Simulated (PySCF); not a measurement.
# Correlation energy of Sc⁺ (scandium, charge +1)

[Ar] 3d1 4s1, high-spin 3D determinant. Calculation: PySCF 2.14, in x2c-QZVPPall; the spin-free X2C one-electron Hamiltonian (Gaussian nucleus). Frozen: [Ne]; 10 electrons correlated.

| level | correlation energy (mhartree) |
| --- | --- |
| CCSD | -267.12 |
| (T) | -6.79 |
| CCSD(T) | -273.91 |

Diagnostics: T1 = 0.0100, D1 = 0.0411, largest double amplitude 0.020.

Cost of the coupled-cluster step: roughly 30 core-seconds, for 10 correlated electrons.

Iterations:

```
CC2 = 0
CCSD nocc = (np.int64(6), np.int64(4)), nmo = (91, 91)
frozen orbitals [[0, 1, 2, 3, 4], [0, 1, 2, 3, 4]]
max_cycle = 100
direct = 0
conv_tol = 1e-08
conv_tol_normt = 1e-06
diis_space = 8
diis_start_cycle = 0
Init t2, MP2 energy = -0.243477283506724
Init E_corr(UCCSD) = -0.243477283507293
cycle = 1  E_corr(UCCSD) = -0.262039945349064  dE = -0.0185626618  norm(t1,t2) = 0.0378395
cycle = 2  E_corr(UCCSD) = -0.265874418579258  dE = -0.00383447323  norm(t1,t2) = 0.0120327
cycle = 3  E_corr(UCCSD) = -0.267259915605658  dE = -0.00138549703  norm(t1,t2) = 0.00502356
cycle = 4  E_corr(UCCSD) = -0.267137948985459  dE = 0.00012196662  norm(t1,t2) = 0.000867738
cycle = 5  E_corr(UCCSD) = -0.267103696877173  dE = 3.42521083e-05  norm(t1,t2) = 0.000573161
cycle = 6  E_corr(UCCSD) = -0.267118921220503  dE = -1.52243433e-05  norm(t1,t2) = 0.000479926
cycle = 7  E_corr(UCCSD) = -0.267119625680253  dE = -7.0445975e-07  norm(t1,t2) = 0.000368463
cycle = 8  E_corr(UCCSD) = -0.267118345287504  dE = 1.28039275e-06  norm(t1,t2) = 0.000178876
cycle = 9  E_corr(UCCSD) = -0.267119471437835  dE = -1.12615033e-06  norm(t1,t2) = 6.44452e-05
cycle = 10  E_corr(UCCSD) = -0.267119096100962  dE = 3.75336872e-07  norm(t1,t2) = 1.84677e-05
cycle = 11  E_corr(UCCSD) = -0.267118771653775  dE = 3.24447187e-07  norm(t1,t2) = 6.28741e-06
cycle = 12  E_corr(UCCSD) = -0.267118898032196  dE = -1.26378421e-07  norm(t1,t2) = 1.06921e-06
cycle = 13  E_corr(UCCSD) = -0.26711891135313  dE = -1.33209344e-08  norm(t1,t2) = 3.08275e-07
cycle = 14  E_corr(UCCSD) = -0.267118910437111  dE = 9.16019594e-10  norm(t1,t2) = 1.18177e-07
UCCSD converged
E(UCCSD) = -763.3655415309925  E_corr = -0.2671189104371108
UCCSD(T) correction = -0.0067925389462083
```

This basis was not built for core-valence correlation, so the inner-shell part is incomplete.
